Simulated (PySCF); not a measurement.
# Ionisation energy of Hg⁵⁷⁺ by level of theory

Hg⁵⁷⁺ [Ar] 3d5 [3d3/2^4 3d5/2^1, M_J = 5/2] → Hg⁵⁸⁺ [Ar] 3d4 [3d3/2^4, M_J = 0], as a difference of total energies. All numbers are calculated (PySCF 2.14, the two-component X2C-1e Hamiltonian, in an even-tempered Gaussian basis (15 s from 17 bohr⁻², ratio 2.8; 13 p from 22 bohr⁻², ratio 2.8; 8 d from 22 bohr⁻², ratio 2.8; 3 f from 73 bohr⁻², ratio 3)). Correlated levels: [Ne] frozen; the 78 highest virtual spinors dropped. "Screened" scales the spin-orbit matrix elements by Boettger's factors to mimic the two-electron term; Breit and QED terms are absent.

| method | ionisation energy (eV) |
| --- | --- |
| GHF (spin-free) | 5851.6 |
| GMP2 (spin-free) | 5851.5 |
| GHF (screened spin-orbit) | 5782.6 |
| GMP2 (screened spin-orbit) | 5782.4 |

Breit and QED terms and the two-electron picture change are absent.

The spin-free rows relax to the high-spin LS determinant and lack the spin-orbit shift.

The labels give the starting determinants; with spin-orbit coupling the two ends relaxed to ⟨J²⟩ = 8.75, ⟨L²⟩ = 6.74, ⟨S²⟩ = 2.71 and ⟨J²⟩ = 0.00, ⟨L²⟩ = 2.48, ⟨S²⟩ = 2.48.

For comparison: 5780 ± 6 eV (theoretical estimate listed by NIST; NIST Atomic Spectra Database, ionization energies).
